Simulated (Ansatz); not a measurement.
Cd2Te⁻. Charge -1, multiplicity 2. Geometry PBE0-D4/def2-TZVP, that of the neutral singlet; atoms count from 1.

Cartesian coordinates in Å:
```
Cd -0.186 2.641 0.619
Cd 0.186 -2.640 -0.621
Te 0.000 0.000 0.002
```

In the def2 sets Cd, Te take a core potential; there is no spin–orbit coupling. The structure comes from a short search, and lower isomers may exist.

Question: Estimate the Mulliken populations from the PBE0/def2-TZVPD orbitals of Ansatz.

Answer: 
```csv
atom,charge (e),spin (α − β),d electrons
Cd1,-0.24,0.29,9.99
Cd2,-0.24,0.29,9.99
Te3,-0.52,0.41,–
```
Mulliken values and Mayer orders depend strongly on the basis. With diffuse functions, as here, like atoms can get unlike values, and bond orders can come out too low or too high.

Question: Where does the spin sit?

Answer: Summed by element: Cd 0.59, Te 0.41, of 1 unpaired in all. Largest on single atoms: Te3 0.41, Cd2 0.29, Cd1 0.29.

Question: And the Mayer bond orders between bonded heavy atoms (over 0.3)?

Answer: Cd1–Te3 0.86 (2.72 Å); Cd2–Te3 0.86 (2.72 Å). Values over 0.3 also appear between atoms too far apart for a bond (Cd1–Cd2 0.31 at 5.44 Å); they arise where an orbital or an unpaired electron spreads over both atoms.
